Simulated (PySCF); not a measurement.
## Dipole moment and polarisability of Ge(OMe)Me3

Compound: Ge(OMe)Me3, C4H12GeO.
Cartesian coordinates in Å at the PBE0-D3(BJ)/def2-SVP level; atoms count from 1:
```xyz
18
C4H12GeO angstrom
Ge    -0.1620   -0.2655   -0.2529
O     -0.1516   -0.2397    1.5439
C      0.4644    0.8010    2.2349
H      1.5450    0.8949    2.0051
H      0.3786    0.6127    3.3182
H     -0.0004    1.7878    2.0356
C      1.6859   -0.2860   -0.8794
H      2.1937    0.6650   -0.6613
H      1.7187   -0.4474   -1.9675
H      2.2419   -1.0994   -0.3904
C     -1.1088    1.3166   -0.8932
H     -1.2443    1.2636   -1.9842
H     -0.5518    2.2364   -0.6618
H     -2.1009    1.3813   -0.4225
C     -1.1018   -1.9078   -0.6770
H     -2.0989   -1.9024   -0.2136
H     -0.5442   -2.7734   -0.2914
H     -1.2200   -2.0208   -1.7649
```

Level: PBE0/def2-SVPD (PySCF), static field, nuclei fixed, core orbitals frozen in the response. The polarisability tensor in these axes (au):

```
x   83.56  0.93  2.10
y    0.93 84.62  3.45
z    2.10  3.45 82.82
```

Task: What are the eigenvalues, a third of the trace, and Δα (Δα² = ½Σ(αi − αj)² over the three pairs)?

Result: Principal values 79.78, 83.02 and 88.20 au; mean 83.67 au = 12.40 Å³ = 13.79 × 10⁻⁴⁰ C²·m²/J; Δα = 7.35 au (9 % of the mean).

Task: What is the dipole moment, and where does it point?

Result: (0.38, 0.64, -1.40) D, 1.58 D in size, pointing from the negative to the positive side. Measured along this direction, the outermost atoms are H5 at the negative end and H9 and H12 at the positive end.

Task: What depolarisation ratio follows for Rayleigh scattering of linearly polarised light, taking the static tensor?

Result: ρ = 3Δα²/(45ᾱ² + 4Δα²) = 162.2/(315007 + 216.3) = 0.000515.

Task: Along which axes do the principal values lie, and how far do the nuclei extend along each?

Result: Largest value along (0.41, 0.69, 0.60), where the nuclei span 5.52 Å; middle along (0.85, -0.52, 0.01), 5.00 Å; least along (-0.32, -0.51, 0.80), 4.11 Å. The response follows the extents in order.

Task: What would n − 1 = 2πNα be for an ideal gas of these molecules at 273.15 K and 1 atm, electronic part alone?

Result: N = p/kT = 2.6868 × 10¹⁹ cm⁻³, so n − 1 = 2π × N × 12.40 × 10⁻²⁴ cm³ = 2093 × 10⁻⁶ at long wavelengths, for an ideal gas.

Isolated species at its PBE0-D3(BJ)/def2-SVP geometry, gas phase. The calculation is non-relativistic, for germanium too.
